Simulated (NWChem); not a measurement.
Species: N-methylmethanimine (C2H5N); SMILES C=NC

Program: NWChem. Pople sets run with spherical d functions. The geometry was optimised at PBE0/def2-SVP. Computed dipoles belong to the equilibrium geometry; the measured one is vibrationally averaged.

Measured dipole moment: 1.53 D (NIST CCCBDB, as tabulated in the package chemicals).

| level | dipole moment (D) | computed − measured |
|---|---|---|
| B3LYP/STO-3G | 1.43 | -0.10 |
| B3LYP/3-21G | 1.47 | -0.06 |
| B3LYP/6-31G* | 1.38 | -0.15 |
| B3LYP/6-31+G* | 1.60 | +0.07 |
| B3LYP/def2-SVP | 1.35 | -0.18 |
| B3LYP/def2-SVPD | 1.49 | -0.04 |
| B3LYP/def2-TZVP | 1.45 | -0.08 |
| B3LYP/6-311++G** | 1.57 | +0.04 |
| B3LYP/aug-cc-pVTZ | 1.48 | -0.05 |
